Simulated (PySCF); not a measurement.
Geometry:
```tsv
atom	x (Å)	y (Å)	z (Å)
Si1	-1.049	-0.772	-0.796
F2	-1.747	-0.335	-2.163
F3	-2.193	-1.397	0.124
F4	0.031	-1.916	-1.055
N5	-0.263	0.571	-0.107
Si6	1.155	0.570	0.836
F7	2.501	0.577	-0.021
F8	1.184	-0.740	1.745
F9	1.173	1.882	1.744
H10	-0.667	1.484	-0.304
```

- PBE0-D3(BJ)/def2-SVP geometry
- σ from GIAO-PBE0/pcSseg-1
- code: PySCF 2.14.0 with density-fitted response routines
- in vacuum, no relativistic terms, rapidly exchanging positions averaged, single conformer

δ = σ(ref) − σ, references computed at the same level: 1H (31.27 ppm) and 29Si (351.99 ppm) vs TMS; CFCl3 for 19F (177.25 ppm); NH3 for 15N (265.67 ppm).

| atoms | nucleus | count | Hirshfeld charge | δ (ppm) |
| --- | --- | --- | --- | --- |
| H10 | 1H | 1 | 0.15 | 1.52 |
| N5 | 15N | 1 | -0.33 | ? |
| Si1/Si6 | 29Si | 2 | 0.63 | ? |
| F2/F3/F4/F7/F8/F9 | 19F | 6 | -0.18 | -148.5 |

Q: Complete the table.

A: 
- Si1/Si6: -78.9 ppm, silicon bonded to 3 F, N
- N5: 31.9 ppm, nitrogen bonded to 2 Si, H

OH and NH positions are those of a molecule without intermolecular hydrogen bonds; in solution they move with solvent, concentration and temperature, and exchange usually removes their couplings. Unscaled 19F shifts against computed CFCl3 carry errors that often reach 10 to 50 ppm. Experimental scales use liquid or dissolved standards, which lie at an offset from isolated NH3 (liquid NH3: subtract about 20 ppm).
